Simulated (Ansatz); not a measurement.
# What each rung costs, and what it gives

Saddle point of GaH$_{5}$SO$_{2}$, singlet (GaH₃S ([SH][GaH2]) + H₂O₂ ([OH][OH]) → GaH₃O₂ ([OH][O][GaH2]) + H₂S (still joined by a long Ga–S bond); bonds formed: S2–H5; dative contacts that become bonds: Ga1–O6; bonds broken: H5–O6; bonds weakened to dative contacts: Ga1–S2), PBE0-D4/def2-TZVP structure:

Ga1  (-0.808, -0.818, -0.169)
S2  (1.611, -1.090, 0.428)
H3  (-0.944, -1.137, -1.682)
H4  (-1.609, -1.310, 1.076)
H5  (1.037, 0.272, 0.388)
O6  (-0.234, 1.010, 0.151)
O7  (-0.123, 1.693, -1.106)
H8  (1.385, -1.218, 1.746)
H9  (-0.313, 2.597, -0.831)
(Å)

Barriers are electronic and count from the start structure reached by relaxing down the imaginary mode.

Computed with Ansatz 0.2.0 (basis: as named in each row); correlated methods freeze the cores. Filled d shells of the heavier atoms are correlated. The def2 sets are not built for correlating such inner shells, so the correlated values are less sure here. B3LYP uses VWN-RPA correlation. Extrapolation: Hartree–Fock as exp(−7.88 √X), correlation as X^−2.97.

Times are rough, for one single point on 4 threads of a shared host (Arm Neoverse V2).

The estimate by CCSD(T) at an estimated basis limit (MP2 extrapolated from triple and quadruple zeta, plus CCSD(T) − MP2 in triple zeta) is 67.8 kJ/mol.

| method | basis | time (s) | barrier (kJ/mol) | method less estimate |
| --- | --- | --- | --- | --- |
| HF | STO-3G | under 1 | 91.6 | 23.8 |
| SPW92 | def2-SVP | under 1 | 30.0 | -37.8 |
| PBE-D4 | def2-SVP | under 1 | 41.5 | -26.3 |
| B3LYP-D4 | 6-31G | under 1 | 50.5 | -17.3 |
| PBE-D4 | STO-3G | under 1 | -17.9 | -85.7 |
| SPW92 | def2-TZVPP | 1 | 37.1 | -30.7 |
| PBE0-D4 | def2-SVP | 1 | 57.2 | -10.6 |
| PBE-D4 | def2-TZVPP | 2 | 47.8 | -20.0 |
| BLYP-D4 | def2-TZVPP | 2 | 49.1 | -18.7 |
| PBE0-D4 | def2-TZVPP | 2 | 62.3 | -5.5 |
| B3LYP-D4 | def2-TZVPP | 2 | 60.5 | -7.3 |
| BHLYP-D4 | def2-TZVPP | 2 | 76.5 | 8.7 |
| CAM-B3LYP-D4 | def2-TZVPP | 3 | 63.8 | -4.0 |
| r2SCAN-D4 | def2-TZVPP | 4 | 53.7 | -14.1 |
| RPA on PBE | def2-TZVPP | 4 | 60.7 | -7.0 |
| r2SCAN0-D4 | def2-TZVPP | 4 | 65.6 | -2.2 |
| wB97M-V | def2-SVP | 4 | 63.7 | -4.1 |
| B2PLYP | def2-TZVPP | 4 | 63.0 | -4.8 |
| CCSD(T) | def2-SVP | 5 | 65.2 | -2.6 |
| PBE-QIDH | def2-TZVPP | 5 | 68.2 | 0.5 |
| wB97X-V | def2-TZVPP | 6 | 67.2 | -0.5 |
| B97M-V | def2-TZVPP | 7 | 65.3 | -2.5 |
| wB97M-V | def2-TZVPP | 8 | 69.6 | 1.8 |
| MP2 | def2-QZVPP | 21 | 63.3 | -4.5 |
| CCSD(T) | def2-TZVPP | 110 | 67.6 | -0.2 |

All methods are single points on the PBE0-D4 structures; a negative value means that the method puts the saddle structure below the start.

The T1 diagnostic stays at or below 0.015.

Labels in which every atom is bracketed show which atoms are joined, not bond orders.
